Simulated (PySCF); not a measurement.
2,3-dihydrothiophene (C₄H₆S), SMILES C1=CSCC1. Atoms are numbered in the order given.

```xyz
11

C      1.0284    -0.9256     0.5582
C      1.2591     0.1389    -0.2404
S     -0.1857     0.9973    -0.7910
C     -1.2101     0.0541     0.4335
C     -0.4369    -1.2353     0.7637
H      1.8309    -1.5683     0.9490
H      2.2408     0.4924    -0.5878
H     -1.3221     0.6955     1.3323
H     -2.2120    -0.1269     0.0006
H     -0.7393    -2.0640     0.0793
H     -0.6698    -1.5779     1.7936
```
Charge 0, spin multiplicity 1.

Geometry optimised at PBE-D3(BJ)/def2-SVP. The values are those of a single conformer.

Two levels are set side by side: PBE/pcSseg-1 (PySCF) and B3LYP/pcSseg-1 (PySCF). GIAO shifts against H2S (³³S), TMS (¹H), TMS (¹³C) at the same level; non-relativistic, no solvent, atoms listed together averaged. Differences are taken from unrounded values.

```tsv
quantity	B3LYP
δ(¹³C) of C1 (ppm)	130.6
δ(¹³C) of C2 (ppm)	145.1
δ(³³S) of S3 (ppm)	300.0
δ(¹³C) of C4 (ppm)	44.9
δ(¹³C) of C5 (ppm)	42.3
δ(¹H) of H6 (ppm)	5.98
δ(¹H) of H7 (ppm)	6.49
```

**Question.** What does PBE give, and how far is it from B3LYP? (Estimate from the structure and the level; the computed values follow.)

**Answer.** 
```tsv
quantity	PBE	PBE minus B3LYP
δ(¹³C) of C1 (ppm)	126.8	-3.8
δ(¹³C) of C2 (ppm)	140.8	-4.3
δ(³³S) of S3 (ppm)	315.6	15.6
δ(¹³C) of C4 (ppm)	45.8	0.9
δ(¹³C) of C5 (ppm)	43.5	1.2
δ(¹H) of H6 (ppm)	5.96	-0.02
δ(¹H) of H7 (ppm)	6.45	-0.04
```

Rough cost on one machine, each run with all the roots and properties that it gave: B3LYP against PBE within a factor of 2.
